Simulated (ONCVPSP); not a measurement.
## Kr (Z = 36): excitation energies, all-electron against ONCV

```json
{"Element": "krypton (Kr)", "Generator": "ONCVPSP 4.0.1", "Type": "optimised norm-conserving Vanderbilt (ONCV)", "Functional": "revPBE", "Relativity": "fully relativistic", "Frozen core": "[Ar] 3d10", "Valence charge": "8", "Reference configuration": "4s2 4p6", "Partial waves": "4s: rc 1.35 bohr, ncon 3, nbas 7, qcut 4.1 1/bohr, 2 projectors, debl 3.8 Ha; 4p: rc 1.15 bohr, ncon 3, nbas 6, qcut 8.5 1/bohr, 1 projector; d scattering state at 0.05 Ha: rc 1.25 bohr, ncon 3, nbas 6, qcut 7.8 1/bohr, 2 projectors, debl 0.6 Ha", "Local potential": "polynomial inside 0.85 bohr (lpopt 5, dvloc0 1 Ha)", "Core correction": "polynomial model core, fcfact 0.6"}
```

Open shells are filled in proportion to 2j + 1.

Energies are relative to the spin-unpolarised reference configuration 4s2 4p6; without spin polarisation the order of configurations can differ from experiment.

```
valence configuration  charge  ΔE all-electron (eV)  error AE − PS (meV)
              4s2 4p4      +2                39.407                  +29
              4s2 4p2      +4               126.221                 +111
```

Problem. What are ΔE and the potential's error for 4s2 4p5?

Solution. ΔE = 14.259 eV all-electron; the error (AE − PS) is +4.8 meV.

Problem. What are ΔE and the potential's error for 4s2 4p3?

Solution. ΔE = 76.452 eV all-electron; the error (AE − PS) is +72 meV.

Note: ghosts flagged at negative energy: d5/2 at -66.6 eV, d3/2 at -67.0 eV; GHOST(+) flagged for s at 18.8 eV. A true bound ghost makes a file unfit for plane-wave use.
